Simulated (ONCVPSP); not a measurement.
## Scattering properties, ONCV potential for magnesium (Mg)

ONCVPSP 4.0.1 input, shortened (lines: element, Z, core and valence counts, functional; n l f; lmax; l rc ep ncon nbas qcut; lloc lpopt rc5 dvloc0; l nproj debl; icmod fcfact rcfact), LDA (Perdew-Zunger), scalar-relativistic:

```
  Mg 12.00    1    2        3      upf
    1    0    2.00
    2    0    2.00
    2    1    6.00
    2
    0    0.90    0.00    3    6   16.80
    1    0.70    0.00    4    7   16.70
    2    0.80    0.31    4    7   12.70
    4    2    0.55    0.00
    0    2    2.50
    1    1    3.20
    2    2    2.60
    0    0.00    0.00
```

In the s channel the program set the typed energies aside and used -3.655, 0.250 Ha.

The phase is arctan(r·R′/R) of the radial function R(r), unwrapped; energies in Ha, scanned from -5 to 5 Ha. A pole is an energy at which the radial function vanishes at the test radius. The pseudo phase is shifted by a multiple of π to meet the all-electron one at the reference energy, and phase errors are pseudo minus all-electron; the curves can meet again beyond the range given. Levels narrower than the energy grid can be missing from the lists of poles.

```
channel  radius (bohr)  reference energy (Ha)  poles, all-electron  poles, pseudo  unbroken range about the reference energy with phases within 0.05 rad  phase error 1 Ha above the reference energy (rad)
      s           0.91                  -3.65                -1.04          -1.04                                                        the whole range                                             -0.000
      p           0.71                  -2.46                 2.39           2.50                                                        the whole range                                             +0.001
      d           0.81                   0.31                 none           none                                                        the whole range                                             -0.000
```

Phases in the d channel:

| E (Ha) | all-electron | pseudo |
| --- | --- | --- |
| -4.96 | 1.082 | 1.082 |
| -4.72 | 1.071 | 1.071 |
| -4.48 | 1.059 | 1.059 |
| -4.24 | 1.046 | 1.046 |
| -4.00 | 1.033 | 1.033 |
| -3.76 | 1.019 | 1.019 |
| -3.52 | 1.004 | 1.004 |
| -3.28 | 0.988 | 0.988 |
| -3.04 | 0.971 | 0.971 |
| -2.80 | 0.953 | 0.953 |
| -2.56 | 0.933 | 0.933 |
| -2.32 | 0.912 | 0.912 |
| -2.08 | 0.890 | 0.890 |
| -1.84 | 0.865 | 0.865 |
| -1.60 | 0.839 | 0.839 |
| -1.36 | 0.811 | 0.811 |
| -1.12 | 0.781 | 0.781 |
| -0.88 | 0.748 | 0.748 |
| -0.64 | 0.712 | 0.712 |
| -0.40 | 0.673 | 0.673 |
| -0.16 | 0.630 | 0.630 |
| 0.08 | 0.584 | 0.584 |
| 0.32 | 0.534 | 0.534 |
| 0.56 | 0.480 | 0.480 |
| 0.80 | 0.421 | 0.421 |
| 1.04 | 0.357 | 0.357 |
| 1.28 | 0.289 | 0.289 |
| 1.52 | 0.216 | 0.216 |
| 1.76 | 0.139 | 0.139 |
| 2.00 | 0.059 | 0.059 |
| 2.24 | -0.025 | -0.025 |
| 2.48 | -0.110 | -0.110 |
| 2.72 | -0.196 | -0.196 |
| 2.96 | -0.281 | -0.281 |
| 3.20 | -0.364 | -0.364 |
| 3.44 | -0.444 | -0.444 |
| 3.68 | -0.521 | -0.521 |
| 3.92 | -0.594 | -0.594 |
| 4.16 | -0.662 | -0.662 |
| 4.40 | -0.726 | -0.726 |
| 4.64 | -0.785 | -0.785 |
| 4.88 | -0.839 | -0.839 |
